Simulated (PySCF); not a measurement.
## Atomic charges by several schemes

Species: C8H11N.
Geometry (GFN2-xTB, Å), atoms numbered from 1 in this order:
```xyz
20
C8H11N angstrom
C      3.3235   -0.4240   -0.9340
C      2.3070    0.3039   -0.1278
C      1.0340   -0.0721   -0.0163
C      0.0397    0.6437    0.7685
C      0.4890    1.7975    1.4632
N      0.8383    2.7308    2.0305
C     -1.2603    0.3180    0.9035
C     -1.9780   -0.8274    0.2763
C     -3.1240   -0.3283   -0.6065
H      3.7386    0.2348   -1.6966
H      4.1482   -0.7445   -0.2972
H      2.8916   -1.2964   -1.4190
H      2.6585    1.1891    0.3871
H      0.6928   -0.9575   -0.5340
H     -1.8824    0.9569    1.5197
H     -2.3942   -1.4520    1.0732
H     -1.3057   -1.4463   -0.3169
H     -2.7370    0.2852   -1.4171
H     -3.8221    0.2696   -0.0249
H     -3.6627   -1.1701   -1.0347
```

Density: PBE0/pcSseg-1 (PySCF); schemes: Mulliken, IAO, Hirshfeld and ESP-fitted. One conformer (not necessarily the lowest) at the GFN2-xTB geometry, without solvent, vibrations or thermal averaging.

Q: Give the atomic charges in each scheme.

A: In e; atoms taken as equivalent share a row and are averaged (×n: the atom named and its like, n in all):

```json
{"atom": "C1", "environment": "allylic carbon", "Mulliken": "-0.198", "IAO": "-0.422", "Hirshfeld": "-0.112", "ESP-fitted": "-0.449"}
{"atom": "C2", "environment": "alkene CH carbon", "Mulliken": "-0.218", "IAO": "-0.114", "Hirshfeld": "-0.024", "ESP-fitted": "+0.064"}
{"atom": "C3", "environment": "alkene CH carbon", "Mulliken": "-0.045", "IAO": "-0.168", "Hirshfeld": "-0.060", "ESP-fitted": "-0.356"}
{"atom": "C4", "environment": "fully substituted alkene carbon", "Mulliken": "-0.211", "IAO": "-0.054", "Hirshfeld": "+0.001", "ESP-fitted": "-0.061"}
{"atom": "C5", "environment": "nitrile carbon", "Mulliken": "+0.116", "IAO": "+0.142", "Hirshfeld": "+0.079", "ESP-fitted": "+0.385"}
{"atom": "N6", "environment": "nitrile nitrogen", "Mulliken": "-0.253", "IAO": "-0.253", "Hirshfeld": "-0.227", "ESP-fitted": "-0.469"}
{"atom": "C7", "environment": "alkene CH carbon", "Mulliken": "-0.060", "IAO": "-0.102", "Hirshfeld": "-0.009", "ESP-fitted": "-0.297"}
{"atom": "C8", "environment": "allylic carbon", "Mulliken": "-0.203", "IAO": "-0.257", "Hirshfeld": "-0.061", "ESP-fitted": "+0.394"}
{"atom": "C9", "environment": "methyl carbon", "Mulliken": "-0.283", "IAO": "-0.413", "Hirshfeld": "-0.111", "ESP-fitted": "-0.308"}
{"atom": "H10/H11/H12", "environment": "methyl hydrogen", "Mulliken": "+0.127", "IAO": "+0.153", "Hirshfeld": "+0.050", "ESP-fitted": "+0.139"}
{"atom": "H13", "environment": "vinylic hydrogen", "Mulliken": "+0.132", "IAO": "+0.155", "Hirshfeld": "+0.046", "ESP-fitted": "+0.136"}
{"atom": "H14", "environment": "vinylic hydrogen", "Mulliken": "+0.095", "IAO": "+0.143", "Hirshfeld": "+0.046", "ESP-fitted": "+0.245"}
{"atom": "H15", "environment": "vinylic hydrogen", "Mulliken": "+0.112", "IAO": "+0.159", "Hirshfeld": "+0.054", "ESP-fitted": "+0.171"}
{"atom": "H16/H17", "environment": "methylene hydrogen", "Mulliken": "+0.137", "IAO": "+0.145", "Hirshfeld": "+0.047", "ESP-fitted": "-0.051"}
{"atom": "H18/H19/H20", "environment": "methyl hydrogen", "Mulliken": "+0.121", "IAO": "+0.145", "Hirshfeld": "+0.044", "ESP-fitted": "+0.077"}
```

Mean size of the charges over all atoms: ESP-fitted 0.204 e, IAO 0.178 e, Mulliken 0.147 e, Hirshfeld 0.060 e. Each set sums to the total charge, 0, to within 0.001 e. The ESP scheme fits charges at the nuclei, held to the total charge, to the electrostatic potential on points at 1.4 to 2.0 times the van der Waals radii. The IAO scheme counts the electrons in orthogonalised intrinsic atomic orbitals, a minimal basis polarised so that it spans the occupied orbitals exactly.

Some averages cover members that differ in this geometry: H16/H17, ESP-fitted -0.068 to -0.033; H18/H19/H20, ESP-fitted +0.066 to +0.092 e.

Lowest charge. The schemes don't all agree: Mulliken C9 (-0.283); IAO C1 (-0.422); Hirshfeld N6 (-0.227); ESP-fitted N6 (-0.469).

Highest charge. The schemes don't all agree: Mulliken H16/H17 (+0.137); IAO H15 (+0.159); Hirshfeld C5 (+0.079); ESP-fitted C8 (+0.394).

Q: How many electrons does the Hirshfeld scheme count on C2?

A: Z − q = 6 − (-0.024) = 6.024.

Q: How closely do the schemes follow one another over all atoms?

A: Correlation coefficient and root-mean-square difference: Mulliken with IAO 0.92, 0.081 e; IAO with Hirshfeld 0.89, 0.137 e; Mulliken with Hirshfeld 0.85, 0.102 e; Hirshfeld with ESP-fitted 0.72, 0.200 e; IAO with ESP-fitted 0.65, 0.193 e; Mulliken with ESP-fitted 0.53, 0.212 e.

Q: Sum the charges by element, for elements with more than one atom.

A: 
| element | atoms | Mulliken | IAO | Hirshfeld | ESP-fitted |
| --- | --- | --- | --- | --- | --- |
| C | 8 | -1.103 | -1.387 | -0.296 | -0.630 |
| H | 11 | +1.355 | +1.641 | +0.523 | +1.099 |
